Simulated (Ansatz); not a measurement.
Gas-phase electronic energies from Ansatz, PBE0-D4/def2-TZVP geometries. CCSD(T)/CBS adds triple-zeta CCSD(T) − MP2 to the extrapolated MP2 energy (def2 sets, frozen cores). This one scheme is used for every species. DFT in def2-TZVPP. B3LYP here is the variant with VWN-RPA as its local correlation; programs differ in this. def2 core potentials past Kr. For Mo outer-core shells are correlated without core-valence functions, which leaves a few kJ/mol of doubt a bond. One conformer a species, not always the lowest.

`[S]=[Mo](=[S])([Cl])[Cl]` + NH₃ → `[NH2][Mo](=[S])(=[S])[Cl]` + HCl  (ligand exchange at a Mo–Cl bond)

`[S]=[Mo](=[S])([Cl])[Cl]`:

Cartesian coordinates in Å:
```
S 1.580 0.989 0.933
Mo 0.001 0.001 -0.001
S 0.049 0.492 -2.025
Cl 0.291 -2.199 0.219
Cl -1.921 0.718 0.873
```

NH₃:

Z-matrix (Å, degrees):
```
N
H 1 1.013
H 1 1.013 2 107.1
H 1 1.013 2 107.1 3 -114.5
```

`[NH2][Mo](=[S])(=[S])[Cl]`:

```xyz
7

N     0.347    1.172    0.044
Mo   -0.186   -0.648   -0.031
S    -2.233   -0.713   -0.470
S     0.200   -1.519    1.834
Cl    0.973   -1.730   -1.633
H    -0.143    1.915   -0.433
H     1.041    1.523    0.688
```

HCl:

Cartesian coordinates in Å:
```
Cl 0.231 0.562 0.199
H -0.231 -0.562 -0.199
```

| level | ΔE (kcal/mol) |
| --- | --- |
| B3LYP-D4 | 10.8 |
| revPBE | 11.5 |

Problem. What does CCSD(T)/CBS give? (Estimate.)

Solution. Ansatz gave: +11.2 kcal/mol. The listed levels differ from it by -0.4, 0.3 kcal/mol.

Largest T1 diagnostic among the species: 0.024, so the coupled-cluster value is less sure than usual.

Leaving LDA and LC-ωPBE aside and taking each functional with its dispersion term where it has one, the values, not all of them listed here, spread over 3.6 kcal/mol, from ωB97X-V to B2PLYP. LDA lies −1.8 kcal/mol from PBE without D4. At CCSD(T), def2-SVP lies −3.6 kcal/mol from the extrapolated value and def2-TZVPP −1.1 kcal/mol.
